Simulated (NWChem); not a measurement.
System: Si$_{2}$H$_{4}$, singlet; SMILES [SiH][SiH3]

NWChem input:

```
start job
memory heap 200 mb stack 900 mb global 1100 mb
geometry units angstroms noautosym nocenter noautoz
  Si     0.047685     1.344640     0.399722
  H      1.236466     1.333924    -0.558416
  Si    -0.072283    -1.018157     0.126956
  H      1.248550    -1.691932     0.285869
  H     -0.523602    -1.218750    -1.285543
  H     -1.052568    -1.702456     1.013769
end
basis spherical
  * library cc-pvdz
end
dft
  xc xpbe96 cpbe96
  iterations 150
end
property
  shielding
end
task dft property
```

Parts of the log:

```
             Northwest Computational Chemistry Package (NWChem) 7.3.0
             --------------------------------------------------------

                             Geometry "geometry" -> ""
                             -------------------------

 Output coordinates in angstroms (scale by  1.889725989 to convert to a.u.)

  No.       Tag          Charge          X              Y              Z
 ---- ---------------- ---------- -------------- -------------- --------------
    1 Si                  14.0000     0.04768500     1.34464000     0.39972200
    2 H                    1.0000     1.23646600     1.33392400    -0.55841600
    3 Si                  14.0000    -0.07228300    -1.01815700     0.12695600
    4 H                    1.0000     1.24855000    -1.69193200     0.28586900
    5 H                    1.0000    -0.52360200    -1.21875000    -1.28554300
    6 H                    1.0000    -1.05256800    -1.70245600     1.01376900

 Effective nuclear repulsion energy (a.u.)      73.9766722557

  pbe96 is a nonlocal functional; adding pw91lda local functional.
                              NWChem Property Module
                              ----------------------

  itol2e modified to match energy
  convergence criterion.

                                 NWChem DFT Module
                                 -----------------

 Summary of "ao basis" -> "ao basis" (spherical)
 ------------------------------------------------------------------------------
       Tag                 Description            Shells   Functions and Types
 ---------------- ------------------------------  ------  ---------------------
 Si                         cc-pvdz                  8       18   4s3p1d
 H                          cc-pvdz                  3        5   2s1p

  itol2e modified to match energy
  convergence criterion.

            General Information
            -------------------
          SCF calculation type: DFT
          Wavefunction type:  closed shell.
          No. of atoms     :     6
          No. of electrons :    32
           Alpha electrons :    16
            Beta electrons :    16
          Charge           :     0
          Spin multiplicity:     1
          Use of symmetry is: off; symmetry adaption is: off
          Maximum number of iterations: 150
          AO basis - number of functions:    56
                     number of shells:    28
          Convergence on energy requested:  1.00D-07
          Convergence on density requested:  1.00D-05
          Convergence on gradient requested:  5.00D-04

              XC Information
              --------------
          PerdewBurkeErnzerhof Exchange Functional  1.000
            Perdew 1991 LDA Correlation Functional  1.000 local
           PerdewBurkeErnz. Correlation Functional  1.000 non-local

             Grid Information
             ----------------
          Grid used for XC integration:  fine
          Radial quadrature: Mura-Knowles
          Angular quadrature: Lebedev.
          Tag              B.-S. Rad. Rad. Pts. Rad. Cut. Ang. Pts.
          ---              ---------- --------- --------- ---------
          Si                  1.10      123          10.0       770
          H                   0.35       60          11.0       590
          Grid pruning is: on
          Number of quadrature shells:   486
          Spatial weights used:  Erf1

      Superposition of Atomic Density Guess
      -------------------------------------

 Sum of atomic energies:        -579.66765186

      Non-variational initial energy
      ------------------------------

 Total energy =    -579.979131
 1-e energy   =    -950.257792
 2-e energy   =     296.301988
 HOMO         =      -0.214538
 LUMO         =      -0.097625

   convergence    iter        energy       DeltaE   RMS-Dens  Diis-err
 ---------------- ----- ----------------- --------- --------- ---------
 d= 0,ls=0.0,diis     1   -580.9709725809 -6.55D+02  1.03D-02  1.41D-01
 d= 0,ls=0.0,diis     2   -580.9820621320 -1.11D-02  6.97D-03  3.39D-02
 d= 0,ls=0.0,diis     3   -580.9877576040 -5.70D-03  2.76D-03  1.26D-02
 d= 0,ls=0.0,diis     4   -580.9909194258 -3.16D-03  4.22D-04  2.46D-04
 d= 0,ls=0.0,diis     5   -580.9909807193 -6.13D-05  1.15D-04  2.46D-05
  Resetting Diis
 d= 0,ls=0.0,diis     6   -580.9909862412 -5.52D-06  3.31D-05  1.34D-06
 d= 0,ls=0.0,diis     7   -580.9909865380 -2.97D-07  2.80D-05  1.51D-07
 d= 0,ls=0.0,diis     8   -580.9909864521  8.60D-08  1.78D-05  3.93D-07
 d= 0,ls=0.0,diis     9   -580.9909865897 -1.38D-07  1.39D-06  2.91D-09
 d= 0,ls=0.0,diis    10   -580.9909865906 -8.43D-10  2.56D-07  1.08D-10

         Total DFT energy =     -580.990986590561
      One electron energy =     -951.774896688662
           Coulomb energy =      339.701354181741
    Exchange-Corr. energy =      -42.894116339314
 Nuclear repulsion energy =       73.976672255674

 Numeric. integr. density =       32.000000342989

                       DFT Final Molecular Orbital Analysis
                       ------------------------------------

 Vector   14  Occ=2.000000D+00  E=-3.098744D-01
              MO Center= -3.5D-01, -1.2D+00,  2.9D-01, r^2= 2.7D+00
   Bfn.  Coefficient  Atom+Function         Bfn.  Coefficient  Atom+Function
  ----- ------------  ---------------      ----- ------------  ---------------
    52      0.327297  6 H  s                 33      0.255420  3 Si pz
    47     -0.208950  5 H  s                 31     -0.202981  3 Si px
    42     -0.172692  4 H  s                 53      0.156307  6 H  s
    36      0.149687  3 Si pz                34     -0.119765  3 Si px
    48     -0.107966  5 H  s                 43     -0.087030  4 H  s

 Vector   15  Occ=2.000000D+00  E=-2.621630D-01
              MO Center=  1.6D-01,  4.9D-01,  2.0D-01, r^2= 3.4D+00
   Bfn.  Coefficient  Atom+Function         Bfn.  Coefficient  Atom+Function
  ----- ------------  ---------------      ----- ------------  ---------------
    19      0.309795  2 H  s                 20      0.233235  2 H  s
     8      0.227227  1 Si px                32     -0.216045  3 Si py
    52      0.191917  6 H  s                  9      0.173646  1 Si py
     4     -0.171491  1 Si s                 10     -0.165931  1 Si pz
    53      0.138307  6 H  s                 11      0.134649  1 Si px

 Vector   16  Occ=2.000000D+00  E=-2.066252D-01
              MO Center=  8.9D-04,  1.0D+00,  3.8D-01, r^2= 3.4D+00
   Bfn.  Coefficient  Atom+Function         Bfn.  Coefficient  Atom+Function
  ----- ------------  ---------------      ----- ------------  ---------------
     4      0.436292  1 Si s                  9      0.325446  1 Si py
    12      0.249850  1 Si py                32     -0.245420  3 Si py
     3      0.209266  1 Si s                 35     -0.194810  3 Si py
    27     -0.151847  3 Si s                 10      0.139068  1 Si pz
     8     -0.131142  1 Si px                19     -0.121390  2 H  s

 Vector   17  Occ=0.000000D+00  E=-1.535247D-01
              MO Center=  6.6D-02,  1.1D+00,  3.5D-01, r^2= 2.9D+00
   Bfn.  Coefficient  Atom+Function         Bfn.  Coefficient  Atom+Function
  ----- ------------  ---------------      ----- ------------  ---------------
    13      0.434784  1 Si pz                10      0.383210  1 Si pz
    11      0.352878  1 Si px                 8      0.308096  1 Si px
    48      0.142942  5 H  s                 43     -0.116872  4 H  s
    47      0.110785  5 H  s                 42     -0.084269  4 H  s
    38      0.053411  3 Si d -1              12     -0.049759  1 Si py

 Vector   18  Occ=0.000000D+00  E=-5.187701D-03
              MO Center=  8.3D-02,  6.5D-01,  3.3D-01, r^2= 5.4D+00
   Bfn.  Coefficient  Atom+Function         Bfn.  Coefficient  Atom+Function
  ----- ------------  ---------------      ----- ------------  ---------------
    27      0.972378  3 Si s                 12      0.896083  1 Si py
    35      0.616711  3 Si py                20     -0.524679  2 H  s
    43     -0.398956  4 H  s                 11      0.395585  1 Si px
    13     -0.307335  1 Si pz                 4     -0.293974  1 Si s
    36      0.293543  3 Si pz                 9      0.273789  1 Si py

 Vector   19  Occ=0.000000D+00  E= 1.801372D-02
              MO Center=  2.3D-02, -3.0D-01,  1.4D-01, r^2= 4.9D+00
   Bfn.  Coefficient  Atom+Function         Bfn.  Coefficient  Atom+Function
  ----- ------------  ---------------      ----- ------------  ---------------
     4      0.887270  1 Si s                 20     -0.878829  2 H  s
    35     -0.709720  3 Si py                43     -0.680156  4 H  s
    36     -0.665635  3 Si pz                48     -0.571906  5 H  s
    34      0.532000  3 Si px                12     -0.409332  1 Si py
    53      0.409530  6 H  s                 11      0.361967  1 Si px

     Multipole analysis of the density
     ---------------------------------

     L   x y z        total         alpha         beta         nuclear
     -   - - -        -----         -----         ----         -------
     0   0 0 0     -0.000000    -16.000000    -16.000000     32.000000

     1   1 0 0      0.084352     -0.491175     -0.491175      1.066701
     1   0 1 0      0.035832     -1.202420     -1.202420      2.440672
     1   0 0 1     -0.019161     -6.462212     -6.462212     12.905262

     2   2 0 0    -22.013129    -19.174955    -19.174955     16.336781
     2   1 1 0      0.217209     -6.846016     -6.846016     13.909242
     2   1 0 1      1.560593      1.832176      1.832176     -2.103760
     2   0 2 0    -24.315995    -99.383923    -99.383923    174.451851
     2   0 1 1     -0.645240     -8.049328     -8.049328     15.453415
     2   0 0 2    -21.458944    -20.614955    -20.614955     19.770965

          -----------------------------------------
          Chemical Shielding Tensors (GIAO, in ppm)
          -----------------------------------------

                                NWChem CPHF Module
                                ------------------

  scftype          =     RHF
  nclosed          =       16
  nopen            =        0
  variables        =      640
  # of vectors     =        3
  tolerance        = 0.10D-03
  level shift      = 0.00D+00
  max iterations   =       50
  max subspace     =       30

 SCF residual:    2.7192915436665915E-006

Iterative solution of linear equations
  No. of variables      640
  No. of equations        3
  Maximum subspace       30
        Iterations       50
       Convergence  1.0D-04

   iter   nsub   residual    time
   ----  ------  --------  ---------
     1      3    9.07D-06      29.6

      Atom:    1  Si
        Diamagnetic
    875.0466      0.3210      2.7504
      0.3210    878.4865     -0.0491
      2.7504     -0.0491    876.2301

        Paramagnetic
  -1797.2771   -653.0510   1152.2391
   -653.0510  -1648.5789    373.3753
   1152.2391    373.3753  -1149.7898

        Total Shielding Tensor
   -922.2305   -652.7300   1154.9896
   -652.7300   -770.0924    373.3262
   1154.9896    373.3262   -273.5596

           isotropic =    -655.2942
          anisotropy =   -2302.1913

          Principal Components and Axis System
                 1           2           3
            -2190.0884    609.9105   -385.7046

      1         0.7149      0.6224     -0.3187
      2         0.4657     -0.0838      0.8809
      3        -0.5216      0.7782      0.3498

      Atom:    2  H
        Diamagnetic
     30.4181      2.3344     -6.0962
      2.3344     25.3752     -1.3519
     -6.0962     -1.3519     27.0417

        Paramagnetic
    -28.3065     -9.8209     24.9499
     -9.8209     -7.9361      6.4137
     24.9499      6.4137    -15.3574

        Total Shielding Tensor
      2.1116     -7.4865     18.8537
     -7.4865     17.4391      5.0618
     18.8537      5.0618     11.6843

           isotropic =      10.4117
          anisotropy =      23.9859

          Principal Components and Axis System
                 1           2           3
               26.4022     19.8894    -15.0566

      1         0.6274     -0.1557      0.7629
      2        -0.0871      0.9596      0.2674
      3         0.7738      0.2342     -0.5885

      Atom:    3  Si
        Diamagnetic
    881.2543      0.2310      0.2980
      0.2310    885.2222      0.5476
      0.2980      0.5476    881.5330

        Paramagnetic
   -448.9475      3.8356     22.0713
      3.8356   -377.6748      4.6670
     22.0713      4.6670   -428.3844

        Total Shielding Tensor
    432.3068      4.0666     22.3693
      4.0666    507.5474      5.2146
     22.3693      5.2146    453.1486

           isotropic =     464.3343
          anisotropy =      66.4041

          Principal Components and Axis System
                 1           2           3
              508.6037    466.3535    418.0457

      1         0.0906      0.5290      0.8438
      2         0.9875     -0.1578     -0.0071
      3         0.1294      0.8338     -0.5366

      Atom:    4  H
        Diamagnetic
     33.9542     -6.3239      1.2087
     -6.3239     28.7400     -0.5627
      1.2087     -0.5627     23.4502

        Paramagnetic
     -4.0713      4.0126     -1.9083
      4.0126     -2.8050     -0.6984
     -1.9083     -0.6984      1.2296

        Total Shielding Tensor
     29.8828     -2.3114     -0.6996
     -2.3114     25.9349     -1.2611
     -0.6996     -1.2611     24.6798

           isotropic =      26.8325
          anisotropy =       6.1768

          Principal Components and Axis System
                 1           2           3
               30.9504     26.2147     23.3325

      1         0.9098      0.2917      0.2954
      2        -0.4147      0.6696      0.6162
      3        -0.0181     -0.6831      0.7301

      Atom:    5  H
        Diamagnetic
     24.5034      1.0953      4.0963
      1.0953     25.7282      3.1742
      4.0963      3.1742     35.8832

        Paramagnetic
      2.4011      0.0886     -3.9191
      0.0886     -1.5682     -2.2322
     -3.9191     -2.2322     -4.4177

        Total Shielding Tensor
     26.9046      1.1839      0.1773
      1.1839     24.1600      0.9420
      0.1773      0.9420     31.4655

           isotropic =      27.5100
          anisotropy =       6.1474

          Principal Components and Axis System
                 1           2           3
               31.6083     27.2887     23.6331

      1         0.0716      0.9401     -0.3334
      2         0.1363      0.3219      0.9369
      3         0.9881     -0.1125     -0.1051

      Atom:    6  H
        Diamagnetic
     29.7168      4.8923     -5.2482
      4.8923     28.7647     -4.1495
     -5.2482     -4.1495     28.4842

        Paramagnetic
     -2.5359     -4.8134      2.9181
     -4.8134     -3.6387      3.5436
      2.9181      3.5436     -1.4450

        Total Shielding Tensor
     27.1809      0.0789     -2.3302
      0.0789     25.1260     -0.6059
     -2.3302     -0.6059     27.0393

           isotropic =      26.4487
          anisotropy =       4.5681

          Principal Components and Axis System
                 1           2           3
               29.4941     25.3315     24.5205

      1         0.7073     -0.4612      0.5358
      2         0.1097      0.8203      0.5613
      3        -0.6984     -0.3383      0.6307
```

Level: PBE/cc-pVDZ, GIAO. Low-valent species are run as closed-shell singlets; no triplet was tried in these runs. Geometry: optimised at PBE0-D3(BJ)/def2-TZVP. The printed shielding anisotropy is the first printed principal value minus the mean of the other two.
